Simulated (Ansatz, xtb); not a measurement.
# Relaxing a trial structure of GaH7O2Si2

The starting geometry of this gas-phase singlet was built from a drawn formula by distance geometry; its bonds are those of `O[SiH](O)[GaH][SiH3]`.

```
atom    x (Å)    y (Å)    z (Å)
  Ga   0.2028   0.2276  -0.2727
   O  -2.7433   0.4471  -1.1191
   O  -0.7815   1.6442  -2.8274
  Si  -1.3517   0.2618  -2.0942
  Si  -0.3204  -1.2607   1.2313
   H  -2.8905  -0.3565  -0.6431
   H  -1.4558  -0.9166  -2.9714
   H   0.0705   1.5263  -3.2804
   H   1.7150   0.2398  -0.5909
   H  -1.7816  -1.2126   1.5133
   H   0.4231  -1.2426   2.5001
   H  -0.0892  -2.4986   0.5778
```

Predict what it relaxes into with r2SCAN-D4/def2-SVP.

It keeps its bonds, and is `O[SiH](O)[GaH][SiH3]`. Distances that change by over a tenth: Ga1–Si5 (2.18 → 2.42 Å).

The energy falls by 1.48 eV over 57 steps:

```tsv
step	E − E(last) (eV)
1	1.477
7	0.172
13	0.143
20	0.036
26	0.016
32	0.006
38	0.004
45	0.002
51	0.001
57	0.000
```

Final geometry (Å):

```xyz
12

Ga    0.4405   -0.9212   -0.7875
O    -2.5748   -0.3677   -2.1881
O    -0.8722    1.8008   -1.7407
Si   -1.0140    0.2308   -2.3079
Si   -0.3436   -1.1384    1.4879
H    -2.9081   -0.4699   -1.2874
H    -0.7564    0.1752   -3.7775
H    -1.2701    2.5026   -2.2715
H     1.8599   -1.4945   -1.1404
H    -1.8371   -1.0242    1.5781
H     0.2244   -0.0139    2.3029
H     0.0490   -2.4205    2.1555
```

From the same start GFN2-xTB ends elsewhere, differing in Ga1–O2 (2.11 against 3.37 Å here).

The end wasn't checked by frequencies. Run with Ansatz 0.2.0, 4.4 min on 2 threads of Arm Neoverse V2 (shared host).
